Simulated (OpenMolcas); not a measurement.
An OpenMolcas run meant for Au4+ (ANO-RCC-VQZP, DKH2; inactive shells 1s 2s 2p 3s 3p 3d 4s 4p 4d 4f 5s 5p; intended active space 7 electrons in 5 orbitals (5d)). One step of its input:

```
&CASPT2
Multistate=10 1 2 3 4 5 6 7 8 9 10
Frozen=14 16
IPEA=0.25
Imaginary=1.5
MaxIter=60
WThr=0.0 0.3 0.05
PrWF=0.5
NoMix
```

The run finished. Its levels beside those of a sound run (SS-CASPT2, IPEA 0.25 Eh, imaginary shift 0.1 Eh (closed shells correlated: 5s 5p)), in cm-1 above each run's lowest level:

```csv
Level,This run,Usual run
5d7 4F 9/2,0.0,0.0
5d7 4F 7/2,11950,11957
5d7 4P 5/2 [72 %],20484,20317
5d7 2G 9/2 [55 %],21710,21681
5d7 4P 1/2 [68 %],24516,24352
5d7 2H 11/2,28565,28567
5d7 2G 7/2,29916,29822
5d7 2D 5/2(1) [66 %],35087,34906
5d7 2F 5/2,38766,38493
5d7 2P 1/2 [68 %],40473,40381
5d7 2H 9/2 [70 %],41349,41334
5d7 2F 7/2,47134,46894
5d7 2D 3/2(2) [70 %],63878,63665
5d7 2D 5/2(2),67487,67251
```

**Question.** Which setting is unsound, and how much does it matter here?

**Answer.** The level shift is far above the usual 0.1 to 0.3 hartree and damps the second-order energy. Against the sound run the excited levels shown move by 130 cm-1 on average and by 270 cm-1 at most.

Term energies are means over components that CASPT2 splits; among the terms shown or strongly mixed into the levels shown the widest spread is 550 cm-1 (5d7 2H, the sound run). The CASPT2 spread within a term exceeds the gap to the next term for 5d7 2P and 5d7 2H, so the order of their levels is uncertain. Levels of configurations outside the active space are missing.

A share in square brackets marks a mixed level and gives the weight of the term that names it, the lowest over the columns. A number in round brackets counts repeated terms of one configuration in the order of the reference energies.
